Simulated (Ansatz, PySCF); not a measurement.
C2H5BO3, SMILES CB(O)C(=O)O. Atoms are numbered in the order given.

```xyz
11

C     -1.9622    -0.6741     0.0310
B     -0.7442     0.3008     0.0391
O     -0.8675     1.6380     0.1081
C      0.8079    -0.1731    -0.0341
O      1.7106     0.6427    -0.0240
O      1.0397    -1.4937    -0.1054
H     -2.9305    -0.1561     0.0866
H     -1.9396    -1.3000    -0.8788
H     -1.8839    -1.3837     0.8737
H      0.0210     2.0415     0.0989
H      2.0067    -1.6182    -0.1427
```

Geometry: B3LYP-D3(BJ)/def2-SVP. The structure was generated by enumeration, and PubChem lists no compound with its InChIKey, so it may never have been made. One conformer was computed; it need not be the lowest.

Two levels are set side by side: PBE-D3(BJ)/def2-SVP (Ansatz, a program for electronic structure) and B3LYP-D3(BJ)/def2-SVP (Ansatz). Each level has its own optimised geometry; the coordinates shown are those of the second. Frequencies come from the Hessian of PySCF at each geometry. Differences are taken from unrounded values.

```csv
quantity,B3LYP-D3(BJ),PBE-D3(BJ),PBE-D3(BJ) minus B3LYP-D3(BJ)
mean bond length (Å),1.235,1.243,0.008
bond C1–B2 (Å),1.560,1.563,0.003
bond B2–O3 (Å),1.345,1.354,0.009
bond B2–C4 (Å),1.625,1.627,0.003
bond C4–O5 (Å),1.217,1.229,0.012
bond C4–O6 (Å),1.343,1.350,0.007
bond C1–H7 (Å),1.100,1.107,0.007
bond C1–H8 (Å),1.104,1.112,0.007
bond C1–H9 (Å),1.104,1.112,0.007
bond O3–H10 (Å),0.976,0.989,0.013
bond O6–H11 (Å),0.976,0.986,0.010
highest harmonic wavenumber (cm⁻¹),3696,3560,-136
mean harmonic wavenumber (cm⁻¹),1310,1274,-37
zero-point energy (kcal/mol),50.58,49.17,-1.42
```

GGA bonds tend to be longer and softer than those of functionals with exact exchange. Differences between two approximate levels are no errors against the true value.
